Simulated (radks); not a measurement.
Question: Valence configurations of Ti I (all share [Ar]). Method: scalar-relativistic Kohn-Sham, r2SCAN, spin-unpolarised, spherical densities, finite nucleus; meta-GGA in the generalised Kohn-Sham scheme; Fermi nuclear charge, rms radius 3.5921 fm; computed with a radial shooting solver on a logarithmic mesh with Libxc functionals. Order these by energy: 3d2 4s2; 3d2 4s1 4p1; 3d3 4p1; 3d2 4p2; 3d3 4s1; 3d1 4s2 4p1; 3d4; 3d1.5 4s1.5 4p1; 3d2 4s1.5 4p0.5; 3d2.5 4s1.5.

Answer: From the lowest, in eV above it: 3d2 4s2 0.000; 3d2.5 4s1.5 0.511; 3d3 4s1 1.377; 3d2 4s1.5 4p0.5 1.635; 3d2 4s1 4p1 3.252; 3d1.5 4s1.5 4p1 3.564; 3d4 3.568; 3d3 4p1 4.021; 3d1 4s2 4p1 4.549; 3d2 4p2 6.465. NIST lists [Ar] 3d2 4s2 as the ground configuration; this level of theory agrees among the configurations tried. The energies are those of spherical spin-averaged densities, not of single terms.
